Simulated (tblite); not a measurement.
Compound: C₄H₆F₄Si.
Geometry (GFN2-xTB, Å), atoms numbered from 1 in this order:
```xyz
15
C4H6F4Si angstrom
C      2.3890    0.8014   -0.0797
C      1.0291    0.2626    0.1710
F      0.4075    0.8632    1.2163
C      0.3864   -0.6890   -0.4871
C     -0.9906   -1.1433   -0.1202
F     -1.4870   -1.9034   -1.1512
F     -0.9205   -2.0315    0.9361
Si    -2.2821    0.2475    0.3089
F     -1.8030    1.5141   -0.5592
H      2.3226    1.8711   -0.2757
H      2.8472    0.3027   -0.9265
H      3.0098    0.6635    0.8048
H      0.8539   -1.1902   -1.3179
H     -3.5563   -0.1608   -0.2504
H     -2.2107    0.6002    1.7090
```

Level: GFN2-xTB in tblite, geometry and Hessian alike; calculated harmonic values, unscaled, isolated species. The method is semi-empirical: single wavenumbers can be off by several per cent or more. Modes of hydrogen on silicon can be 10 to 20 % off. One conformer, not necessarily the lowest.

Harmonic wavenumbers (cm⁻¹): 45.7, 69.1, 95.9, 121.2, 128.4, 166.5, 232.4, 251.5, 314.4, 353.8, 387.1, 453.9, 518.0, 533.0, 540.7, 579.9, 660.5, 705.9, 752.0, 795.7, 826.6, 885.0, 948.5, 1003.7, 1022.6, 1054.3, 1127.5, 1178.1, 1258.6, 1389.0, 1444.1, 1456.6, 1739.7, 2389.5, 2428.1, 3011.6, 3026.1, 3080.1, 3121.6.

A = 1686, B = 1122, C = 865.7 MHz; mass 158.017 u (most abundant isotopes); point group C1, symmetry number 1.

Task: Zero-point energy?

Result: ½Σν̃ = 20048 cm⁻¹ = 57.32 kcal/mol.

Task: Entropy at 200 K, 1 bar (ideal gas, RRHO, classical rotation)?

Result: Translation 39.12, rotation 28.47, vibration 22.25: S = 89.9 cal/(mol K).

Task: And Cp and H(200 K) − H(0)?

Result: Cp = 31.31 cal/(mol K), of which vibrations give 23.36 (their classical limit is 39 R = 77.5); H(200 K) − H(0) = 4.01 kcal/mol without the zero-point energy, 2.42 from vibrations.

Task: What must be added to the electronic energy to get the Gibbs energy at 200 K and 1 bar?

Result: ZPE + [H(200 K) − H(0)] − T·S = 57.32 + 4.01 − 17.97 = 43.36 kcal/mol.

Task: Which modes carry the vibrational entropy at 200 K?

Result: 45.7 cm⁻¹: 4.21; 69.1 cm⁻¹: 3.40; 95.9 cm⁻¹: 2.76; 121.2 cm⁻¹: 2.32; 128.4 cm⁻¹: 2.21; 166.5 cm⁻¹: 1.74 cal/(mol K); the other 33 give 5.61 together.

Task: Blend soft modes into free rotors: weight 1/[1 + (100 cm⁻¹/ν̃)⁴] for the oscillator and the rest for a rotor with moment μB/(μ + B), μ = h/(8π²ν), B = 10⁻⁴⁴ kg m². What vibrational entropy results?

Result: 20.76 cal/(mol K) in place of 22.25, which changes −T·S at 200 K by +0.30 kcal/mol.

Hindered rotation and anharmonicity are outside this model. Other conformers, if any are populated, would add a mixing term that is left out. The structure is chiral; the term R ln 2 for an equal mix with its mirror image is left out.

The run took 0.89 s of wall time on one thread, Arm Neoverse N1 (aarch64), shared host with 64 logical CPUs at a one-minute load of 60. This covers the Hessian and the dipole derivatives.
